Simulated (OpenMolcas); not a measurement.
# Ce3+ in CaF2

Ce3+ with its 8 nearest fluoride ions at 2.422 Å, on the Ca site of CaF2 (a = 5.46294 Å, distance in the model lattice 2.366 Å). The rest of the host is ab initio model potentials to 7.6 Å and point charges beyond; the distance is set by hand and nothing relaxes, and no local charge compensation is placed. Ligand basis ANO-RCC-VDZP.
```
Ce    0.0000    0.0000    0.0000
F     1.3983    1.3983    1.3983
F     1.3983    1.3983   -1.3983
F     1.3983   -1.3983    1.3983
F     1.3983   -1.3983   -1.3983
F    -1.3983    1.3983    1.3983
F    -1.3983    1.3983   -1.3983
F    -1.3983   -1.3983    1.3983
F    -1.3983   -1.3983   -1.3983
```

```
Program             : OpenMolcas 26.06
Method              : SS-CASPT2, IPEA 0.25 Eh, imaginary shift 0.1 Eh (closed shells correlated: 5s 5p and the ligand valence shells)
Basis               : ANO-RCC-VDZP [7s6p4d2f1g]
Scalar Hamiltonian  : DKH2, point nucleus
Active space        : 1 electron in 7 orbitals (4f)
State averaging     : 2S+1 = 2 odd, 7 roots
Spin-orbit coupling : state interaction with AMFI integrals over the reference wave functions
```

The lowest spin-free states (labels of O, the rotations of Oh), above the lowest:

```json
{"State": "2T2", "Degeneracy": "3", "E (cm-1)": "0", "Free-ion L (%)": "F (100)"}
{"State": "2T1", "Degeneracy": "3", "E (cm-1)": "110", "Free-ion L (%)": "F (100)"}
{"State": "2A2", "Degeneracy": "1", "E (cm-1)": "2480", "Free-ion L (%)": "F (100)"}
```

The lowest levels with spin-orbit coupling:

| E (cm-1) | Degeneracy | Label | 2S+1 | J | |mJ| (%) | g |
| --- | --- | --- | --- | --- | --- | --- |
| 0 | 4 | Γ8 | 2 | 2.51 | 1/2 (50) |  |
| 510 | 2 | Γ7 | 2 | 2.65 | 3/2 (76) | 1.23 1.23 1.23 |
| 2340 | 4 | Γ8 | 2 | 3.51 | 3/2 (38) |  |
| 2390 | 2 | Γ6 | 2 | 3.51 | 1/2 (58) | 2.65 2.65 2.65 |
| 4190 | 2 | Γ7 | 2 | 3.37 | 5/2 (68) | 3.23 3.23 3.23 |

Powder χT (cm3 K/mol): 0.494 at 2 K, 0.499 at 10 K, 0.526 at 50 K, 0.559 at 100 K, 0.618 at 200 K, 0.66 at 300 K. The effective moment at 300 K is 2.828 √(χT) = 2.30 μB.

Hund's rules give f1 the level 2F5/2 with g = 0.857, so an isolated free-ion multiplet has χT = g² J(J+1) / 8 = 0.804 cm3 K/mol. The computed 0.660 at 300 K differs by -18 %, through the field's splitting, the mixing of terms and any other multiplet in reach.

Stevens parameters of the J = 5/2 multiplet, which is 510 cm-1 wide (cm-1, z along the main axis): B40 = -1.397e+00, B44 = -7.219e+00.

Roots that are degenerate in the reference are averaged as groups; the widest CASPT2 spread within a group is 56 cm-1 (the 3-fold group of multiplicity 2 near 111 cm-1 above the lowest state of its run). Shifts and gaps below about the spread of the groups concerned are not significant. Over all roots computed the reference weight is 0.70; a low but even weight reflects the number of correlated electrons. Splittings of an f shell from a small cluster at a set distance can be off by tens of per cent, mostly too small. No measured value stands beside these numbers; the geometry was set by hand and not optimised.

The CASPT2 steps took 48 s on 1 thread of Arm Neoverse V2 (shared host); the integral step is not counted.
